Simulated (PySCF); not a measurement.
## Trend along group 12: MK molecules

r²SCAN with double-zeta basis sets in PySCF, for the lowest determinant that a PBE0 search found; no spin–orbit coupling. De refers to high-spin ground-configuration atoms. A positive dipole means M(−)K(+).

| M | basis | state (unpaired electrons) | Re (Å) | ωe (cm⁻¹) | De (eV) | μ (D) |
| --- | --- | --- | --- | --- | --- | --- |
| Zn | def2-SVP | doublet (σ ↑) | 3.692 | 69.1 | 0.15 | 0.65 |
| Hg | def2-SVP | doublet (σ ↑) | 3.955 | 37.7 | 0.08 | 0.41 |

(1) The row for M = Cd is missing. Estimate Re, ωe and De as the mean of the rows for Zn and Hg, and compare with the calculation.

Weak bonds: KCd, KHg, KZn. Basis-set superposition, not corrected here, can be much of De in a small basis, most of all at correlated wavefunction levels. Functionals without a dispersion term scatter widely for such bonds, and LDA overbinds them. Spin–orbit coupling is left out. States were picked by a PBE0 search and need not be the measured ground states.

Results:

(1) The means are 3.824 Å, 53.4 cm⁻¹ and 0.11 eV. r²SCAN in def2-SVP gives KCd as a doublet (σ ↑) with Re = 3.900 Å, ωe = 51.2 cm⁻¹, De = 0.13 eV, so the estimate is off by -7.7 pm, +4 % and -0.01 eV.
